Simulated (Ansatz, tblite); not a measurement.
Isomers of Zn7Se6⁺ (doublet), found by a short tight-binding search and relaxed with PBE-D4/def2-SVP in Ansatz.

The xTB rows come from tblite. Single mean-field runs in def2-SVP, def2-TZVP are fitted with def2-universal-jkfit.

Other spin states weren't relaxed.

A:

Cartesian coordinates in Å:
```
Zn 2.106 1.013 -0.973
Zn -0.503 1.795 1.135
Zn -1.560 0.376 -1.924
Zn -1.549 -1.242 0.981
Zn 0.455 1.576 -2.700
Zn 0.691 -2.151 -0.497
Zn 1.874 -0.564 1.391
Se -2.428 2.049 -0.399
Se -2.616 0.785 1.824
Se 1.820 1.896 1.347
Se 2.928 -1.251 -0.777
Se -1.573 -1.936 -1.389
Se 0.355 -2.346 1.981
```

B:

```xyz
13

Zn   -0.4345    1.6536    1.8615
Zn    2.1820    0.0641    1.1403
Zn   -1.9845    0.5902   -0.1973
Zn   -1.1280   -4.1418    0.6315
Zn   -0.3071   -1.7262    0.2513
Zn    1.4259   -0.0469   -1.6515
Zn    0.9048    2.1213   -0.4730
Se    2.1269   -1.8810   -0.1464
Se   -1.5346   -0.5075    1.9984
Se   -1.6628   -1.1722   -1.8557
Se   -0.1761   -0.1001   -3.3930
Se    1.9587    2.2341    1.9124
Se   -1.3706    2.9125   -0.0783
```

C:

```xyz
13

Zn    1.415    0.612   -2.132
Zn   -2.525   -0.666    0.856
Zn   -0.736   -2.833    1.370
Zn   -0.954    1.112    1.186
Zn   -0.777   -1.171   -1.147
Zn    0.611   -1.129    2.280
Zn    1.904    1.097    0.508
Se   -0.580    2.468   -0.885
Se    1.569   -1.270   -0.497
Se   -1.044    0.838   -2.604
Se   -2.460   -2.802   -0.370
Se    2.599    2.528   -1.297
Se    0.978    1.215    2.731
```

D:

```tsv
atom	x (Å)	y (Å)	z (Å)
Zn1	2.158	-3.761	3.989
Zn2	-1.393	4.060	-0.988
Zn3	0.353	1.555	-0.339
Zn4	0.411	-2.403	0.975
Zn5	2.538	-0.926	1.835
Zn6	-1.047	-1.524	-1.357
Zn7	-2.032	1.837	-2.565
Se8	-1.281	-3.471	-0.217
Se9	-3.329	3.665	-2.218
Se10	2.758	-3.261	1.621
Se11	0.454	0.046	1.652
Se12	-0.199	0.356	-2.480
Se13	0.610	3.828	0.090
```

Task: Estimate their order by electronic energy at PBE0-D4/def2-TZVP, counted from the lowest.

Result: A (0.0) < B (8.4) < D (12.8) < C (24.5), in kcal/mol.

Task: Do the other levels pick the same lowest one?

Result: Not GFN2-xTB. Energies above each level's lowest (kcal/mol):

```tsv
level	A	B	C	D
GFN1-xTB	0.0	4.9	29.2	2.6
GFN2-xTB	19.1	0.0	22.1	13.9
PBE-D4/def2-SVP	0.0	7.4	19.1	26.2
PBE-D4/def2-TZVP	0.0	6.3	21.7	17.2
r2SCAN-D4/def2-TZVP	0.0	11.1	26.2	13.6
r2SCANh-D4/def2-TZVP	0.0	11.3	26.8	11.9
PBE0-D4/def2-SVP	0.0	8.6	21.8	19.5
PBE0-D4/def2-TZVP	0.0	8.4	24.5	12.8
```
Point groups (tolerance 0.1 Å): A not assigned, B not assigned, C not assigned, D not assigned. Lower isomers may exist. From def2-SVP to def2-TZVP the PBE0 values move by up to 6.7 kcal/mol, so results in the small set are rough.
